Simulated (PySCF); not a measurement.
Ionisation energy of Pb⁺ by level of theory

Pb⁺ [Xe] 4f14 5d10 6s2 6p1 (2P) → Pb²⁺ [Xe] 4f14 5d10 6s2 (1S), as a difference of total energies. Calculation: PySCF 2.14, in aug-cc-pwCVTZ-PP with ECP60MDF (8s7p6d4f1g, 96 functions); scalar relativity through the core potential. Correlated levels: valence: 5s2 5p6 5d10 frozen; valence and next inner shell: nothing frozen outside the core potential. The calculations carry no spin-orbit coupling.

| method | ionisation energy (eV) |
| --- | --- |
| UHF | 13.213 |
| LDA | 13.919 |
| PBE0 | 13.740 |
| r2SCAN | 13.816 |
| TPSSh | 13.643 |
| wB97M-V | 13.707 |
| B97-3 | 13.535 |
| r2SCANh | 13.831 |
| MP2 (valence) | 13.409 |
| SCS-MP2 (valence) | 13.396 |
| SCS-MP2 (valence and next inner shell) | 13.543 |

Problem. Estimate what PBE gives.

Solution. 13.712 eV, closest to wB97M-V among the rows shown.

Problem. Estimate what MP2 (valence and next inner shell) gives.

Solution. 13.640 eV, closest to TPSSh among the rows shown.

Errors of the correlated levels include the incompleteness of this basis and the frozen core.

For comparison: 13.869 eV (measured; NIST levels, between the centres of gravity of the two terms).
